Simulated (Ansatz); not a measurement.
Tuning the range parameter of LC-ωPBE so that −HOMO meets the ionisation energy; basis def2-TZVP, Ansatz. System: the cluster Ag2Sn (the lowest singlet isomer of a short search). Charge 0, multiplicity 1. Geometry: B3LYP-D4/def2-TZVP. The ionised state is a doublet.

Geometry of the singlet:

```xyz
3

Ag    0.871    0.457   -1.439
Ag   -0.568   -1.546    0.569
Sn   -0.302    1.089    0.870
```

In the def2 sets Ag, Sn take a core potential; there is no spin–orbit coupling. The structure comes from a short search, and lower isomers may exist.

```
ω (1/bohr)  HOMO (eV)  LUMO (eV)  vertical IE (eV)  HOMO + IE (eV)
       0.1      -5.96      -2.41              7.03            1.07
      0.15      -6.34      -1.86              6.95            0.60
       0.2      -6.58      -1.44              6.84            0.26
       0.3      -6.81      -0.94              6.65           -0.17
```

**Question.** Where does the tuning condition hold?

**Answer.** Near ω = 0.26 bohr⁻¹, by linear interpolation.
